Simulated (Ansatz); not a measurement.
Single points on Na8Cl8⁺ (started as a model of: 2x2x4 NaCl rock-salt block).

```yaml
crystal:
  periodic: [false, false, false]
  atoms:
    - {symbol: Na, position_ang: [-1.416311, -1.380507, -3.954575]}
    - {symbol: Cl, position_ang: [-1.472254, -1.451069, -1.306275]}
    - {symbol: Na, position_ang: [-1.291199, -1.304822, 1.354052]}
    - {symbol: Cl, position_ang: [-1.251796, -1.276663, 4.058723]}
    - {symbol: Cl, position_ang: [-1.254357, 1.280720, -4.056665]}
    - {symbol: Na, position_ang: [-1.289214, 1.309051, -1.351924]}
    - {symbol: Cl, position_ang: [-1.465344, 1.455878, 1.308711]}
    - {symbol: Na, position_ang: [-1.405292, 1.385072, 3.956913]}
    - {symbol: Cl, position_ang: [1.247647, -1.281373, -4.058494]}
    - {symbol: Na, position_ang: [1.286967, -1.309189, -1.353825]}
    - {symbol: Cl, position_ang: [1.467525, -1.455689, 1.306514]}
    - {symbol: Na, position_ang: [1.411826, -1.384491, 3.954790]}
    - {symbol: Na, position_ang: [1.409777, 1.379862, -3.957137]}
    - {symbol: Cl, position_ang: [1.470057, 1.450937, -1.308952]}
    - {symbol: Na, position_ang: [1.293466, 1.305014, 1.351696]}
    - {symbol: Cl, position_ang: [1.258503, 1.277259, 4.056439]}
basis:
  gaussian: {orbitals: def2-SVP, initial_orbitals: start.molden}
total_charge: 1
magnetization: {spin_polarized: true, initial_magnetization: 1}
hamiltonian: {xc: pbe, dispersion: d4}
scf: {omitted_lower_state_checks: [starts]}
output: {orbitals: {seedname: orbitals}}
```

The file start.molden holds the orbitals of an earlier run on this structure, at another level or in another basis.

```sh
$ ansatz run in.yaml --threads 4 --pin off --events-out ev --progress --plain --max-ram 6963MiB
```

Shortened log:

```
Functional definition: PBE
2960 factors; their error is unknown
mean field evaluation 1: about -135421.9058 eV, gradient 8.3e0 eV
mean field evaluation 2: about -135422.0865 eV, gradient 2.3e-1 eV
mean field evaluation 4: about -135421.7235 eV, gradient 2.1e-1 eV
mean field evaluation 8: about -135421.7247 eV, gradient 3.9e-4 eV
mean field evaluation 16: about -135421.7247 eV, gradient 8.2e-6 eV
mean field -135421.72469200 eV, -4976.6565902893 hartree, gradient 8.2e-6 eV, S^2 0.750709; 0 other end points of the search recorded, 0 dependent functions left out
reference -135421.72479645 eV, -4976.6565941276 hartree; 112, 111 occupied and 152, 153 virtual orbitals, 2960 factors
Total energy: -135422.40193748 eV, -4976.6814786015 hartree
Checks for a lower state left out: starts
```

It took 45 s on 4 threads of Arm Neoverse V2 on a shared host, peak host memory 1 GiB.

As the first input, with `hamiltonian: {xc: pbe0, dispersion: d4}` (abridged; 59 s):

```
Functional definition: PBE0
mean field -135433.36486325 eV, -4977.0843586927 hartree, gradient 1.0e-5 eV, S^2 0.752745
Total energy: -135433.98079736 eV, -4977.1069938537 hartree
Checks for a lower state left out: starts
```

Geometry: PBE-D4/def2-SVP.

At PBE-D4/def2-SVP the gap within one spin of the relaxed charge 1 doublet nearly closes, so an electron or hole may be smeared out by delocalisation error.
